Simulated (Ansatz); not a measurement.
Mulliken charges of `C=C1S[SiH]1Cl` from r2SCAN/def2-TZVPP in Ansatz (PBE0-D4/def2-TZVP geometry).

```csv
atom,x (Å),y (Å),z (Å),charge (e)
C1,1.092,0.986,0.751,-0.225
C2,0.397,0.010,0.194,-0.082
S3,0.813,-1.676,-0.306,-0.170
Si4,-1.054,-0.755,-0.537,0.556
Cl5,-1.709,-0.211,-2.383,-0.213
H6,0.618,1.939,0.955,0.094
H7,2.138,0.877,1.017,0.093
H8,-2.203,-1.226,0.254,-0.053
```

Question: By hand: the dipole of these point charges (1 e Å = 4.8032 D).

Answer: Σ q r = (-0.265, 0.016, 0.247) e Å, of length 0.363 e Å = 1.74 D.

Question: How does the dipole of the full density compare? (An estimate is asked.)

Answer: Ansatz gave: (-0.136, 0.109, 0.154) e Å, 1.12 D; the point charges give 1.55 times that, at 26° from its direction.

Point charges leave out the atoms' own dipoles, such as those of lone pairs, and Mulliken's split depends on the basis, so the two needn't agree.
